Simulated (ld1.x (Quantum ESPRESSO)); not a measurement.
**Scattering properties, TM semilocal potential for Ti (Z = 22)**

titanium (Ti), norm-conserving Troullier–Martins (semilocal form), made with ld1.x (Quantum ESPRESSO) 7.5 (BP86, non-relativistic). Core [Ne], reference 3s2 3p6 3d1 4s0 4p0 (charge +3). Waves: 3s (bound): rc 1.60 bohr; 3p (bound): rc 1.35 bohr; 3d (bound): rc 1.35 bohr. Local part: the d channel. Core correction: Bessel-smoothed model core, default radius (core density twice the valence density).

The phase is arctan(r·u′/u) with u = r·R(r), unwrapped; energies in Ry, scanned from -9 to 5 Ry. A pole is an energy at which the radial function vanishes at the test radius. The pseudo phase is shifted by a multiple of π to meet the all-electron one at the reference energy, and phase errors are pseudo minus all-electron; the curves can meet again beyond the range given. Levels narrower than the energy grid can be missing from the lists of poles.

```csv
channel,radius (bohr),reference energy (Ry),"poles, all-electron","poles, pseudo",unbroken range about the reference energy with phases within 0.05 rad,phase error 1 Ry above the reference energy (rad)
s,1.76,-6.93,-6.32,"-6.33, 4.50",below -3.2,-0.006
p,1.76,-5.21,-4.42,-4.42,below 0.5,-0.001
d,1.76,-2.57,-1.48,-1.46,below 1.5,+0.003
```

Phases in the p channel:

```
E (Ry)  all-electron  pseudo
 -9.00         1.298   1.298
 -8.52         1.277   1.276
 -8.04         1.249   1.249
 -7.56         1.210   1.209
 -7.08         1.148   1.147
 -6.60         1.032   1.031
 -6.12         0.735   0.733
 -5.64        -0.330  -0.331
 -5.16        -1.247  -1.247
 -4.68        -1.503  -1.503
 -4.20        -1.613  -1.613
 -3.72        -1.679  -1.680
 -3.24        -1.727  -1.729
 -2.76        -1.768  -1.771
 -2.28        -1.808  -1.811
 -1.80        -1.849  -1.854
 -1.32        -1.895  -1.903
 -0.84        -1.952  -1.963
 -0.36        -2.024  -2.043
  0.12        -2.124  -2.155
  0.60        -2.271  -2.325
  1.08        -2.501  -2.599
  1.56        -2.864  -3.026
  2.04        -3.341  -3.526
  2.52        -3.769  -3.913
  3.00        -4.055  -4.154
  3.48        -4.234  -4.304
  3.96        -4.350  -4.403
  4.44        -4.431  -4.473
  4.92        -4.490  -4.525
```
